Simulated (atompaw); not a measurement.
Which change was made? (Te, PAW (atompaw))

Te (Z = 52), PAW, made with atompaw 4.2.0.5 (LDA (PW92), scalar-relativistic). Core [Kr] 4d10, reference 5s2 5p2 (charge +2). Waves: 5s (bound): rc 1.40 bohr; 5s channel at -1.75 Ry: rc 1.40 bohr; 5p (bound): rc 2.05 bohr; 5p channel at 1.35 Ry: rc 2.05 bohr. Local part: bessel scheme, radius 1.35 bohr. Core correction: smooth core density matched at 1.70 bohr. Augmentation charge: sinc compensation charge, radius 1.65 bohr; PAW radius 2.05 bohr; waves and projectors: custom polynom2 7 10 vanderbiltortho.

Cutoffs, loose and tight: the cutoffs (Ry, on a coarse ladder) from which the occupation-weighted sum of valence levels, in a spherical-Bessel basis at the reference potential, stays within 10 and 1 mRy of its value at 400 Ry. They see the waves, projectors and local potential, not the compensation charge or the core.

The base gives: outcome: generated; cutoff, loose: 21 Ry; cutoff, tight: 30 Ry; bound ghosts: s, p, d.

(1) After one change the result is: outcome: generated; cutoff, loose: 21 Ry; cutoff, tight: 35 Ry; bound ghosts: s, d. Which change was it?
A. augmentation sinc compensation charge, radius 1.65 bohr; PAW radius 2.05 bohr; waves and projectors: modrrkj vanderbiltortho
B. local potential bessel scheme, radius 1.92 bohr
C. augmentation sinc compensation charge, radius 1.65 bohr; PAW radius 2.05 bohr; waves and projectors: custom polynom vanderbiltortho
D. core [Ar] 3d10, valence charge 24; reference 4s2 4p6 4d10 5s1.75 5p4.25; waves now 4s (bound): rc 1.45 bohr; 5s (bound): rc 1.35 bohr; 4p (bound): rc 1.15 bohr; 5p (bound): rc 1.50 bohr; 4d (bound): rc 1.50 bohr; 4d channel at -2.2 Ry: rc 1.50 bohr; local potential bessel scheme, radius 1.50 bohr; core correction smooth core density matched at 1.40 bohr; augmentation sinc compensation charge, radius 1.30 bohr; PAW radius 1.50 bohr; waves and projectors: custom polynom2 7 10 vanderbiltortho

## Answers

(1) B. The others give: augmentation sinc compensation charge, radius 1.65 bohr; PAW radius 2.05 bohr; waves and projectors: modrrkj vanderbiltortho → outcome: failed: atompaw: The overlap operator has at least one negative eigenvalue! | augmentation sinc compensation charge, radius 1.65 bohr; PAW radius 2.05 bohr; waves and projectors: custom polynom vanderbiltortho → outcome: generated; cutoff, loose: 30 Ry; cutoff, tight: 50 Ry; bound ghosts: s, d | core [Ar] 3d10, valence charge 24; reference 4s2 4p6 4d10 5s1.75 5p4.25; waves now 4s (bound): rc 1.45 bohr; 5s (bound): rc 1.35 bohr; 4p (bound): rc 1.15 bohr; 5p (bound): rc 1.50 bohr; 4d (bound): rc 1.50 bohr; 4d channel at -2.2 Ry: rc 1.50 bohr; local potential bessel scheme, radius 1.50 bohr; core correction smooth core density matched at 1.40 bohr; augmentation sinc compensation charge, radius 1.30 bohr; PAW radius 1.50 bohr; waves and projectors: custom polynom2 7 10 vanderbiltortho → outcome: generated; cutoff, loose: over 300 Ry; cutoff, tight: over 300 Ry; bound ghosts: none.
